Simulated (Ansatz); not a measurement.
Consider the ligand exchange at the Sn–C bond: `[CH3][SnH]([OH])[Br]` + HCl → `[OH][SnH]([Cl])[Br]` + CH₄.

Computed with Ansatz on PBE0-D4/def2-TZVP structures; ΔE is electronic, products minus reactants. CCSD(T)/CBS adds triple-zeta CCSD(T) − MP2 to the extrapolated MP2 energy (def2 sets, frozen cores). This one scheme is used for every species. Functionals use def2-TZVPP. def2 core potentials past Kr. For Br, Sn outer-core shells are correlated without core-valence functions, which leaves a few kJ/mol of doubt a bond. Scalar relativity is left out up to krypton. One conformer a species, not always the lowest.

`[CH3][SnH]([OH])[Br]`:

```xyz
9

C    -0.979   -0.822    0.748
Sn    0.293    0.153   -0.632
O     0.625    1.917    0.151
Br    2.489   -1.017   -0.710
H    -1.176   -1.841    0.418
H    -0.481   -0.839    1.717
H    -1.916   -0.271    0.828
H    -0.201    0.324   -2.256
H     1.346    2.396   -0.264
```

HCl:

Cartesian coordinates in Å:
```
Cl -0.399 -0.051 0.497
H 0.399 0.051 -0.497
```

`[OH][SnH]([Cl])[Br]`:

Z-matrix (Å, degrees):
```
Sn
Cl 1 2.313
Br 1 2.459 2 106.5
O 1 1.940 2 108.0 3 -116.7
H 1 1.689 2 111.8 3 124.0
H 4 0.961 1 113.7 2 59.7
```

CH₄:

```xyz
5

C     0.000    0.000    0.000
H    -0.787    0.220   -0.721
H     0.702   -0.711   -0.434
H    -0.441   -0.428    0.900
H     0.526    0.920    0.255
```

```
       level  ΔE (kJ/mol)
     BLYP-D4       -106.6
        BLYP       -107.3
 HF/def2-SVP       -119.2
MP2/def2-SVP       -108.2
```

What does CCSD(T)/CBS give? (Best estimate.)

Computed: -98.7 kJ/mol. The listed levels differ from it by -7.9, -8.6, -20.5, -9.5 kJ/mol.

Largest T1 diagnostic among the species: 0.011.

At CCSD(T), def2-SVP lies −7.4 kJ/mol from the extrapolated value and def2-TZVPP +5.1 kJ/mol. In def2-TZVPP, CCSD(T) changes the Hartree–Fock value by +21.9 kJ/mol (the triples alone add +0.6 kJ/mol) and MP2 by +20.3 kJ/mol. Leaving LDA and LC-ωPBE aside and taking each functional with its dispersion term where it has one, the values, not all of them listed here, spread over 12.9 kJ/mol, from B97M-V to PBE-QIDH. LDA lies +7.1 kJ/mol from PBE without D4.
